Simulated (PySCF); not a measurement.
Molecule: `C[P@]1(=O)C=CC=C1[SiH3]`, C5H9OPSi.

Cartesian coordinates in Å; atom numbers follow the order of the lines, from 1:
```xyz
17

C    -0.582   -2.041    0.231
P    -0.652   -0.317    0.850
O    -0.647   -0.224    2.315
C    -2.006    0.508   -0.046
C    -1.479    1.383   -0.907
C    -0.023    1.439   -0.921
C     0.609    0.619   -0.070
Si    2.437    0.383    0.247
H    -0.554   -2.081   -0.854
H    -1.460   -2.564    0.605
H     0.309   -2.504    0.652
H    -3.055    0.329    0.112
H    -2.055    2.022   -1.560
H     0.486    2.118   -1.589
H     3.155    1.347   -0.589
H     2.788   -0.986   -0.152
H     2.722    0.582    1.664
```

Frames of a GFN2-xTB Langevin trajectory at 300 K; GIAO PBE0/pcSseg-1 shieldings in PySCF 2.14.0 with density-fitted response routines, gas phase, non-relativistic; equivalent atoms averaged within each frame.

Chemical shifts δ = σref − σ; 13C (σref 186.93) and 29Si (σref 349.16) and 1H (σref 31.72) vs TMS; 31P (σref 318.38) vs H3PO4; H2O for 17O (σref 336.08), all at this level. The references are static minima.

Question: How do the shifts (ppm) fluctuate along the trajectory?

Answer: 
| time (fs) | C6 | C4 | C7 | C5 | C1 | P2 | O3 | Si8 | H14 | H13 |
| --- | --- | --- | --- | --- | --- | --- | --- | --- | --- | --- |
| optimised geometry | 154.9 | 146.0 | 144.8 | 145.6 | 17.5 | 33.2 | 72.6 | -83.3 | 7.09 | 6.84 |
| 250 | 165.2 | 154.5 | 147.3 | 141.1 | 15.3 | 22.2 | 48.2 | -85.5 | 7.58 | 7.00 |
| 425 | 166.1 | 140.9 | 144.6 | 155.4 | 24.9 | 40.3 | 87.7 | -83.7 | 7.38 | 7.58 |
| 625 | 161.9 | 156.0 | 141.4 | 137.4 | 24.4 | 37.6 | 85.8 | -88.4 | 7.05 | 6.77 |
| 800 | 148.5 | 141.3 | 173.1 | 151.6 | 26.2 | 30.8 | 80.1 | -89.4 | 7.31 | 7.59 |
| 1000 | 160.1 | 138.0 | 151.7 | 146.5 | 19.0 | 43.6 | 95.6 | -80.7 | 7.14 | 6.97 |
| mean of frames | 160.4 | 146.1 | 151.6 | 146.4 | 22.0 | 34.9 | 79.5 | -85.5 | 7.29 | 7.18 |
| standard deviation | 7.1 | 8.4 | 12.6 | 7.4 | 4.6 | 8.5 | 18.4 | 3.5 | 0.21 | 0.38 |

5 frames give an uncertainty of the mean of about the standard deviation over 2.2 at best, since frames this close in time may not be independent; classical motion lacks zero-point vibration, and the reference would need the same averaging.
